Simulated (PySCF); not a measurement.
# Electronic absorption of C2H10N2Si2

C2H10N2Si2.
InChI=1S/C2H10N2Si2/c1-6-3-2-5-4-6/h3-4,6H,2,5H2,1H3/t6-/m1/s1

Computed, not measured: TDDFT CAM-B3LYP/def2-SVPD, vertical, gas phase, core orbitals frozen in the response in PySCF. The structure is a single GFN2-xTB conformer in the gas phase; no vibrational or solvent corrections.

Q: Predict the UV-vis stick spectrum at this level.

A: 

```csv
state,E (eV),E (kJ/mol),λ (nm),f,"main configurations (H = HOMO, L = LUMO)"
S1,5.96,575,208.2,0.0022,"H→L (50%), H→L+1 (28%), H→L+3 (11%)"
S2,6.28,605,197.6,0.0065,"H-1→L (61%), H-1→L+1 (14%), H→L+1 (13%)"
S3,6.63,640,186.9,0.0086,"H→L (30%), H→L+1 (30%), H→L+2 (12%)"
S4,6.64,641,186.6,0.010,"H→L+2 (43%), H→L+1 (20%), H→L+4 (17%)"
S5,6.94,670,178.6,0.035,H-1→L+1 (63%)
S6,7.25,699,171.1,0.044,"H→L+3 (53%), H→L+5 (12%), H→L+6 (8%)"
S7,7.31,705,169.6,0.0066,"H-1→L+3 (38%), H-1→L+4 (23%), H-1→L+2 (14%)"
S8,7.42,716,167.1,0.018,"H→L+6 (28%), H→L+5 (22%), H-1→L+3 (14%)"
```

Triplets, Tamm–Dancoff:

```json
{"state": "T1", "E (eV)": "5.70", "λ (nm)": "217.5", "main configurations (H = HOMO, L = LUMO)": "H→L (45%), H→L+1 (23%), H→L+3 (14%)"}
{"state": "T2", "E (eV)": "5.98", "λ (nm)": "207.3", "main configurations (H = HOMO, L = LUMO)": "H-1→L (58%), H-1→L+1 (17%), H→L+1 (9%)"}
{"state": "T3", "E (eV)": "6.45", "λ (nm)": "192.3", "main configurations (H = HOMO, L = LUMO)": "H→L+2 (41%), H→L+4 (28%)"}
```

The lowest singlet comes at 208 nm (575 kJ/mol) in the ultraviolet; it is very weak; its leading configuration is HOMO→LUMO (50%). The most intense listed level is S6 at 7.25 eV (171 nm, f = 0.044), 1.29 eV above S1. S3/S4 lie within about 0.01 eV of each other. Löwdin shares by element: HOMO nitrogen 56% or more, carbon 12% or more, silicon 8% or more, hydrogen 6% or more (atoms not listed hold the other 18%); LUMO silicon 42%, hydrogen 12% or more, carbon 8% or more (atoms not listed hold the other 39%). Orbital energies (eV): HOMO-3 -10.69, HOMO-2 -9.96, HOMO-1 -8.43, HOMO -7.95, LUMO 1.13, LUMO+1 1.41, LUMO+2 1.71. Of the 8 states listed, 4 reach f = 0.01 and none stays under 0.0005. Weighted by f, the mean energy of these states is 7.04 eV. Singlets were solved by full linear response, triplets in the Tamm–Dancoff approximation.
